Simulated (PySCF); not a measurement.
# Excitation energy of Sc²⁺ by level of theory

Sc²⁺ [Ar] 3d1 (2D) → Sc²⁺ [Ar] 4p1 (2P), as a difference of total energies. Calculation: PySCF 2.14, in aug-cc-pwCVTZ-DK with one added diffuse shell each of s, p, d, f, g type (11s10p8d5f4g, 152 functions); scalar relativity by spin-free X2C-1e. Correlated levels: valence and next inner shell: [Ne] frozen; nothing frozen. The calculations carry no spin-orbit coupling.

| method | excitation energy (eV) |
| --- | --- |
| UHF | 7.308 |
| LDA | 7.767 |
| PBE | 7.686 |
| PBE0 | 7.756 |
| r2SCAN | 7.848 |
| MP2 (valence and next inner shell) | 7.540 |
| SCS-MP2 (valence and next inner shell) | 7.548 |
| MP2 (all electrons) | 7.550 |
| SCS-MP2 (all electrons) | 7.551 |

Problem. How much does correlation contribute at MP2 (all electrons)?

Solution. 7.550 − (7.308) = 0.242 eV, measured against UHF.

A first-order spin-orbit estimate (lowest level to lowest level, LS coupling) adds -0.012 eV.
